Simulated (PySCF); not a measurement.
Species: C4H4F4S.
Numbering: `[CH3:1][S:2]/[C:3](=[CH:4]\[F:5])[C:6]([F:7])([F:8])[F:9]` (hydrogens: H10, H11, H12 on C1; H13 on C4)

Computed with PySCF at CAM-B3LYP/def2-SVPD, non-relativistic, on one gas-phase PBE0-D3(BJ)/def2-SVP geometry that isn't relaxed in the solvent. The solvent is an IEF-PCM continuum (cavity from Bondi-type radii × 1.2), and excitations are vertical TDDFT with non-equilibrium linear response and a frozen core. Only the electrostatic response of the medium enters.

Gas-phase singlets (H = HOMO, L = LUMO):

```csv
state,E (eV),λ (nm),f,leading configuration
S1,4.855,255,0.012,H→L 95%
S2,6.189,200,0.002,H→L+1 43%
S3,6.586,188,0.006,H→L+1 34%
S4,6.890,180,0.336,H-1→L 86%
S5,7.322,169,0.009,H→L+5 29%
```

Question: Give the list for chloroform (ε = 4.711), n² = 2.09.

Answer: 
| state | E (eV) | λ (nm) | f | leading configuration | change by rank (eV) |
| --- | --- | --- | --- | --- | --- |
| S1 | 4.966 | 250 | 0.017 | H→L 95% | +0.111 |
| S2 | 6.255 | 198 | 0.004 | H→L+2 39% | +0.066 |
| S3 | 6.568 | 189 | 0.011 | H→L+1 44% | -0.018 |
| S4 | 6.803 | 182 | 0.441 | H-1→L 89% | -0.087 |
| S5 | 7.381 | 168 | 0.011 | H→L+3 41% | +0.059 |

Question: How does the list change in acetone (ε = 20.49)?

Answer: 
| state | E (eV) | λ (nm) | f | leading configuration | change by rank (eV) |
| --- | --- | --- | --- | --- | --- |
| S1 | 5.022 | 247 | 0.016 | H→L 94% | +0.167 |
| S2 | 6.292 | 197 | 0.004 | H→L+2 41% | +0.103 |
| S3 | 6.568 | 189 | 0.013 | H→L+1 48% | -0.018 |
| S4 | 6.834 | 181 | 0.424 | H-1→L 89% | -0.056 |
| S5 | 7.411 | 167 | 0.013 | H→L+3 44% | +0.089 |

Question: The ground-state energy changes by -0.176 eV from gas to acetone. By how much does the total energy of gas-phase S1 change?

Answer: E(S1) = E(S0) + excitation energy, so it changes by -0.176 + 0.167 = -0.009 eV: it is lowered less than the ground state, which is what a blue shift means. This is the vertical state, with the slow part of the continuum still set for S0.

Question: How do the frontier levels move from gas to acetone?

Answer: 
| orbital | gas (eV) | solvent (eV) | change (eV) | Löwdin shares, gas | Löwdin shares, solvent |
| --- | --- | --- | --- | --- | --- |
| LUMO+2 | 1.37 | 1.54 | +0.17 | S2 50 %, C1 7 %, C3 6 %, C4 6 % | S2 58 %, C3 7 %, C1 7 %, H10 4 % |
| LUMO+1 | 1.00 | 1.14 | +0.14 | S2 24 %, C4 22 %, C1 9 %, F5 9 % | S2 32 %, C4 19 %, F5 8 %, C1 8 % |
| LUMO | -0.04 | 0.19 | +0.23 | C4 34 %, C3 24 %, S2 12 %, F5 9 % | C4 34 %, C3 24 %, S2 12 %, F5 9 % |
| HOMO | -8.48 | -8.42 | +0.06 | S2 66 %, C1 10 %, C3 9 % | S2 66 %, C1 10 %, C3 9 % |
| HOMO-1 | -9.77 | -9.60 | +0.17 | C3 30 %, C4 22 %, S2 19 %, F5 11 % | C3 31 %, C4 22 %, S2 19 %, F5 11 % |
| HOMO-2 | -11.41 | -11.26 | +0.15 | S2 41 %, C3 19 %, C1 14 %, C4 6 % | S2 40 %, C3 18 %, C1 15 %, C4 5 % |
| HOMO-3 | -12.85 | -12.62 | +0.23 | C1 20 %, S2 19 %, F5 16 %, C3 12 % | C1 22 %, S2 21 %, F5 13 %, C3 12 % |

The HOMO–LUMO gap goes from 8.44 to 8.61 eV.

Conformer computed: `[CH3:1][S:2]/[C:3](=[CH:4]\[F:5])[C:6]([F:7])([F:8])[F:9]`: C1–S2–C3–C4 106°, S2–C3–C6–F7 61°.
